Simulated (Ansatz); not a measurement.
Consider the atomization: `CC1(F)[SiH2]S1` → 2 C• + F• + 5 H• + S• + Si•.

Program: Ansatz. Geometries: PBE0-D4/def2-TZVP. ΔE: electronic, gas phase. CCSD(T)/CBS adds triple-zeta CCSD(T) − MP2 to the extrapolated MP2 energy (def2 sets, frozen cores). This one scheme is used for every species, atoms too. DFT in def2-TZVPP. Open shells (•) are unrestricted, without spin–orbit coupling. Spin–orbit coupling would lower the free atoms: a little for C, F, S, Si.

```
         level  ΔE (kJ/mol)
           PBE       3665.7
MP2/def2-TZVPP       3563.3
```

**Question.** What does CCSD(T)/CBS give? (Estimate.)

**Answer.** Computed: +3596.7 kJ/mol. The listed levels differ from it by 69.0, -33.4 kJ/mol.

Largest T1 diagnostic among the species: 0.013.

The D4 term adds +39.0 kJ/mol with B3LYP and +20.2 kJ/mol with PBE0; it sums over pairs of atoms, weighted by their polarisabilities, and B3LYP, whose exchange is more repulsive, gets the larger term. From PBE to PBE0 (25 % exact exchange), in def2-TZVPP and without D4, ΔE moves by −68.1 kJ/mol: exact exchange takes away binding that semilocal exchange gives to molecules. In def2-TZVPP, CCSD(T) changes the Hartree–Fock value by +921.1 kJ/mol (the triples alone add +65.1 kJ/mol) and MP2 by +993.1 kJ/mol; breaking electron pairs costs correlation energy, which Hartree–Fock lacks.

B3LYP here is the variant with VWN-RPA as its local correlation; programs differ in this.

For atomizations the MP2-based limit and the directly extrapolated one differ by several kJ/mol either way, and by 10 to 25 for some Ge, Se and Sn compounds, so smaller differences from it don't rank the levels.
